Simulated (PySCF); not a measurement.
## C₆ coefficients of unlike pairs at UHF

Calculated with PySCF 2.14 from the dipole response of each species, C₆(A,B) = (3/π) ∫ α_A(iu) α_B(iu) du, in atomic units, from isotropic polarisabilities. For ions this is the dispersion term alone; charge-induced terms of lower order in 1/R come first.

| species | configuration | basis | relativity | α (bohr³) | C₆ (like pair) |
| --- | --- | --- | --- | --- | --- |
| Sb | [Kr] 4d10 5s2 5p3 (4S) | aug-cc-pVDZ-PP with ECP28MDF (5s4p3d) | core potential | 43.50 | 470.4 |
| Cr⁺ | [Ar] 3d5 (6S) | def2-QZVPPD (11s6p5d3f2g) | none | 8.112 | 27.49 |
| Ti³⁺ | [Ar] 3d1 (2D) | aug-cc-pwCVTZ-DK (10s9p7d4f3g) | spin-free X2C | 2.197 | 5.700 |
| I²⁺ | [Kr] 4d10 5s2 5p3 (4S) | aug-cc-pVQZ-PP with one added diffuse shell each of s, p, d, f, g type with ECP28MDF (8s8p6d4f3g) | core potential | 14.03 | 96.23 |

Problem. Estimate C₆ for Cr⁺ with Sb.

Solution. The integral gives 105.3. The combination rule 2 C_A C_B / (C_A α_B/α_A + C_B α_A/α_B) gives 110.0 and the geometric mean 113.7.

No spin-orbit coupling is included.

The other pairs:

| pair | C₆ |
| --- | --- |
| Ti³⁺, Sb | 39.74 |
| I²⁺, Ti³⁺ | 21.58 |
| I²⁺, Sb | 201.4 |
| I²⁺, Cr⁺ | 50.88 |
| Ti³⁺, Cr⁺ | 11.92 |
